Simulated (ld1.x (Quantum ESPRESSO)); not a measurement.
# Cutoff test, chromium (Cr), TM

chromium (Cr), norm-conserving Troullier–Martins (Kleinman–Bylander form), made with ld1.x (Quantum ESPRESSO) 7.5 (PBE, fully relativistic). Core [Ne] 3s2, reference 3p6 3d5 4s1 4p0. Waves: 4s (bound): rc 1.90 bohr; 3p (bound): rc 0.80 bohr; 3d (bound): rc 2.25 bohr. Local part: all-electron potential smoothed inside 2.05 bohr (lloc = -1). Core correction: none.

Open shells are filled in proportion to 2j + 1 (rel_dist='average').

The pseudo-atom Hamiltonian at the reference potential is diagonalised in spherical Bessel functions j_l(qr) that vanish at 20 bohr, with q² up to the cutoff. All-electron valence levels (Ry): 4s -0.2945, 3p1/2 -3.3893, 4p1/2 -0.0739, 3p3/2 -3.3146, 4p3/2 -0.0721, 3d3/2 -0.2176, 3d5/2 -0.2119.

Question: How do the lowest levels (Ry) of each channel move with the cutoff, and are there ghosts?

Answer:

| cutoff (Ry) | s #1 | s #2 | p1/2 #1 | p1/2 #2 | p1/2 #3 | p3/2 #1 | p3/2 #2 | p3/2 #3 | d3/2 #1 | d3/2 #2 | d5/2 #1 | f #1 | Σ f·Δε (mRy) |
| --- | --- | --- | --- | --- | --- | --- | --- | --- | --- | --- | --- | --- | --- |
| 8 | -0.2861 | 0.0061 | -1.3256 | -0.0216 | 0.0731 | -1.3228 | -0.0215 | 0.0732 | 0.0491 | 0.1295 | 0.0490 | 0.1052 | 13419.2 |
| 18 | -0.2926 | 0.0046 | -2.7214 | -0.0558 | 0.0549 | -2.6895 | -0.0550 | 0.0552 | 0.0458 | 0.1156 | 0.0458 | 0.1052 | 5137.8 |
| 30 | -0.2935 | 0.0044 | -3.2916 | -0.0675 | 0.0507 | -3.2279 | -0.0662 | 0.0511 | -0.0899 | 0.0569 | -0.0868 | 0.1052 | 1173.9 |
| 50 | -0.2943 | 0.0043 | -3.3774 | -0.0691 | 0.0502 | -3.3035 | -0.0676 | 0.0507 | -0.2166 | 0.0543 | -0.2110 | 0.1052 | 73.2 |
| 80 | -0.2944 | 0.0042 | -3.3829 | -0.0691 | 0.0502 | -3.3092 | -0.0676 | 0.0506 | -0.2174 | 0.0543 | -0.2117 | 0.1052 | 35.2 |
| 120 | -0.2945 | 0.0042 | -3.3884 | -0.0692 | 0.0501 | -3.3140 | -0.0677 | 0.0506 | -0.2176 | 0.0543 | -0.2119 | 0.1052 | 4.1 |
| 180 | -0.2945 | 0.0042 | -3.3887 | -0.0692 | 0.0501 | -3.3144 | -0.0677 | 0.0506 | -0.2176 | 0.0543 | -0.2119 | 0.1052 | 2.2 |
| 300 | -0.2945 | 0.0042 | -3.3891 | -0.0692 | 0.0501 | -3.3147 | -0.0677 | 0.0506 | -0.2176 | 0.0543 | -0.2119 | 0.1052 | 0.2 |
| 400 | -0.2945 | 0.0042 | -3.3891 | -0.0692 | 0.0501 | -3.3147 | -0.0677 | 0.0506 | -0.2176 | 0.0543 | -0.2119 | 0.1052 | 0.0 |

Result: no extra level below or beside the all-electron valence levels (s, p1/2, p3/2, d3/2, d5/2, f tested); 10 mRy is reached at 110 Ry and 1 mRy at 230 Ry.
